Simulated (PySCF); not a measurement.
**Computed structure and properties of [HfOF]+**

System: [HfOF]+ (singlet); start: template (Cs). Method: PySCF 2.14.0, RKS PBE0, Hf def2-SVP with ECP60, O def2-SVP, F def2-SVP; non-relativistic Hamiltonian with scalar-relativistic core potentials where named; density fitting; no spin-orbit coupling.

Input of the relaxation:

```python
mol = gto.M(atom='''
Hf     0.04030     0.00000    -0.11611
O      1.51280     0.00000     0.54289
F     -1.65530     0.00000     0.64269''',
    basis={'Hf': 'def2-SVP', 'O': 'def2-SVP', 'F': 'def2-SVP'},
    ecp={'Hf': 'def2-SVP'},
    charge=1, spin=0)
mf = dft.RKS(mol, xc='PBE0')
mf.grids.atom_grid = (50, 194)
mf = mf.density_fit()  # fitting sets: Hf def2-universal-JKFIT, O def2-universal-JKFIT, F def2-universal-JKFIT
mf.conv_tol = 1e-08; mf.max_cycle = 55
mf.kernel(dm0)  # dm0: converged density of the start geometry
# quasi-Newton relaxation in Cartesian coordinates to a largest gradient under 0.00045 Eh/bohr, steps kept in the point group
```

Run from Python with OMP_NUM_THREADS=2; the lines above give its settings. Where DIIS fails, smearing, a level shift and second-order steps follow.
It took 11 s on 2 threads of AMD EPYC 7R43 64-Core Processor (Zen 3), with other jobs on the host, from the converged density of the start.

Course of the relaxation:

```csv
step,energy above end (eV),largest force component within the symmetry (eV/Å)
0,0.9532,6.683
1,0.3276,3.139
2,0.1389,1.671
3,0.0062,0.274
4,0.0002,0.139
5,0.0000,0.057
6,0.0000,0.001
```

Relaxed geometry (Cs):

```xyz
3

Hf    0.0144    0.0000   -0.3733
O     1.3555    0.0000    0.6883
F    -1.4721    0.0000    0.7545
```

```
   contact      Å
Hf1–O2 (O)  1.710
Hf1–F3 (F)  1.866
```

On the finer grid (75, 302):

```
HOMO                                                          : -15.04 eV
LUMO                                                          : -9.54 eV
Dipole about the centre of mass                               : 6.45 D
Set of Mulliken populations of Hf1 outside the core potential : s 2.18, p 6.14, d 2.06, f 0.16
D3(BJ) dispersion energy (not in the energies)                : -0.033 eV
```

```csv
atom,Mulliken (e),Löwdin (e),spin (e)
Hf1,1.47,1.10,0.00
O2,-0.20,-0.04,0.00
F3,-0.27,-0.06,0.00
```

On the grid (50, 194), as all that follows. Harmonic modes: a minimum; lowest 251 cm⁻¹ (negative: unstable), highest 1021 cm⁻¹, zero-point energy 0.124 eV.

Rigid scan of O along the line from its metal:

```json
{"distance to O2 (Å)": "1.41", "energy (eV)": "4.209"}
{"distance to O2 (Å)": "1.51", "energy (eV)": "1.568"}
{"distance to O2 (Å)": "1.61", "energy (eV)": "0.330"}
{"distance to O2 (Å)": "1.71", "energy (eV)": "0.000"}
{"distance to O2 (Å)": "1.81", "energy (eV)": "0.241"}
{"distance to O2 (Å)": "1.91", "energy (eV)": "0.826"}
{"distance to O2 (Å)": "2.01", "energy (eV)": "1.603"}
{"distance to O2 (Å)": "2.16", "energy (eV)": "2.916"}
```

Taking off one F (charge -1, singlet; the rest: singlet) in vacuum, both parts rigid, costs 18.98 eV; the small basis without counterpoise inflates it. Most of it is the attraction of opposite charges; other ways to part are cheaper, and one spin state was tried for the rest.

Rigid scan of F along the line from its metal:

distance to F3 (Å), energy (eV) and a bar:
```
     1.57      2.500 ############
     1.67      0.932 ####
     1.77      0.197 #
     1.87      0.000 
     1.97      0.141 #
     2.07      0.485 ##
     2.27      1.465 #######
     2.57      3.069 ##############
     2.97      4.870 #######################
     3.47      6.368 ##############################
```

One start shape was tried, so this needn't be the lowest isomer.
